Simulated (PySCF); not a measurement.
# Two-photon absorption: 4-(trifluoromethyl)thiophenol (C1=C(C(F)(F)F)C=CC(S)=C1, C7H5F3S)

Cartesian coordinates in Å; atom numbers follow the order of the lines, from 1:
```xyz
16

F    -2.9197   -1.4757   -0.0880
C    -2.4461   -0.2631   -0.3878
F    -2.7487   -0.0137   -1.6668
F    -3.1322    0.6202    0.3492
C    -0.9691   -0.1616   -0.1420
C    -0.2349    0.8532   -0.7573
C     1.1249    0.9863   -0.5074
C     1.7725    0.1014    0.3652
S     3.4919    0.2000    0.7331
C     1.0325   -0.9184    0.9784
C    -0.3275   -1.0462    0.7246
H    -0.7290    1.5423   -1.4454
H     1.6872    1.7834   -0.9991
H     3.7561    1.2756   -0.0369
H     1.5259   -1.6180    1.6571
H    -0.8964   -1.8463    1.2011
```

Theory: PySCF, TDDFT CAM-B3LYP/aug-cc-pVDZ excited states, vertical, gas phase. Geometry: PBE0-D3(BJ)/def2-SVP.

Question: How strongly do the lowest singlets absorb one photon, and two photons of half the energy?

Answer: δ for parallel linear polarisation; σ at the peak of a Lorentzian of half width 0.1 eV, single beam; Ω is circular over linear.
| state | E (eV) | f | photon λ (nm) | δ (au) | σ (GM) | Ω | main |
| --- | --- | --- | --- | --- | --- | --- | --- |
| S1 | 4.97 | 0.004 | 499 | 10.4 | 0.09 | 1.49 | HOMO→LUMO+2 0.72, HOMO−1→LUMO 0.20 |
| S2 | 5.18 | 0.002 | 479 | 10.1 | 0.10 | 1.50 | HOMO→LUMO+1 0.52, HOMO→LUMO+5 0.21 |
| S3 | 5.26 | 0.287 | 472 | 243 | 2.47 | 0.89 | HOMO→LUMO 0.92 |
| S4 | 5.95 | 0.017 | 417 | 134 | 1.74 | 1.50 | HOMO→LUMO+5 0.38, HOMO→LUMO+1 0.21 |
| S5 | 6.27 | 0.183 | 396 | 8.21 | 0.12 | 1.50 | HOMO−1→LUMO 0.69, HOMO→LUMO+2 0.21 |
| S6 | 6.37 | 0.001 | 389 | 4.87 | 0.07 | 1.40 | HOMO→LUMO+3 0.64, HOMO→LUMO+7 0.09 |

Among these, the strongest one-photon state is S3, the strongest two-photon state S3, with a dipole change of 3.0 D (relaxed, norm of the difference vector).
